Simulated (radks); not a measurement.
Values are calculated unless marked as measured or tabulated.
Code: a radial shooting solver on a logarithmic mesh with Libxc functionals. Model: non-relativistic Kohn-Sham, exchange-only LDA, spin-unpolarised, spherical densities, point nucleus. Response by self-consistent Sternheimer equations with the Hartree and adiabatic exchange-only LDA kernel. For heavy and open-shell atoms this level of theory can miss by tens of per cent. Rank Ca, V3+, Mn5+, Fe6+, Ti2+, Sc+, Cr4+, Ni8+, Co7+ (NIST ground configurations) by static dipole polarisability, largest first.

Answer. Ca 162.9, Sc+ 55.49, Ti2+ 5.839, V3+ 2.404, Cr4+ 1.405, Mn5+ 0.9449, Fe6+ 0.6834, Co7+ 0.5169, Ni8+ 0.4034 bohr^3.
